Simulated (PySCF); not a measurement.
```xyz
4
charge 0 multiplicity 3, angstrom
W     0.1918    0.0000    0.0000
O     1.8815    0.0000    0.0000
Cl   -0.9362   -2.0109    0.0000
Cl   -0.9362    2.0109    0.0000
```

Computed with UB3LYP in PySCF with W def2-SVP with ECP60, O def2-SVP, Cl def2-SVP; scalar-relativistic core potentials, no spin–orbit coupling; density-fitted integrals.

This geometry of WOCl₂ is a stationary point at this level.

Q: What is the point group?

A: C2v.

Q: Is it a minimum?

A: Yes: all harmonic wavenumbers are real.

Q: List the harmonic modes with their infrared intensities.

A: 
| symmetry | ω (cm⁻¹) | IR (km/mol) |
| --- | --- | --- |
| a1 | 101 | 1.0 |
| b1 | 114 | 10.7 |
| b2 | 180 | 4.1 |
| a1 | 388 | 16.7 |
| b2 | 402 | 85.1 |
| a1 | 1040 | 135 |

Q: Give the atomic charges and bond orders.

A: 
```
 atom  Mulliken  Löwdin  polar tensor  spin (Mulliken)  Mayer order to W1
   W1      0.75   -0.12          1.66             2.04                  –
   O2     -0.26   -0.07         -0.69            -0.13               2.31
Cl3,4     -0.24    0.10         -0.49             0.04               1.18
```

Q: Give the ideal-gas entropy at 298.15 K and 1 bar by parts.

A: translation 178.7, rotation 111.3, vibration 46.1, spin 9.1; total 345.1 J/(mol K).

In C2v the vibrations span 3a1 + b1 + 2b2. Here b1 is antisymmetric to the molecular plane and b2 lies in it.

Other isomers or separated fragments may lie lower. Open d and f shells are described by one determinant, and the ground state may have another occupation or spin. With an element this heavy the missing spin–orbit coupling can shift these numbers.
